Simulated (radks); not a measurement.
The numbers below are computed, except where a source is named.
Ga2+, configuration [Ar] 3d9 4s1 4p1 (not the ground configuration). Code: a radial shooting solver on a logarithmic mesh with Libxc functionals. Model: Dirac Kohn-Sham, PBE, spin-unpolarised, spherical densities, point nucleus; open shells fill j = l - 1/2 first.

Spin-orbit splittings of the eigenvalues, e(l+1/2) - e(l-1/2), with zeta = 2 splitting/(2l+1) and mean radii in bohr:

| shell | occ. | splitting (eV) | zeta (eV) | <r> j=l-1/2 | <r> j=l+1/2 |
|---|---|---|---|---|---|
| 2p | 6 | 27.65 | 18.43 | 0.1883 | 0.1918 |
| 3p | 6 | 3.697 | 2.465 | 0.6648 | 0.6750 |
| 3d | 9 | 0.4997 | 0.1999 | 0.7552 | 0.7599 |
| 4p | 1 | 0.2873 | 0.1915 | 2.335 | 2.363 |
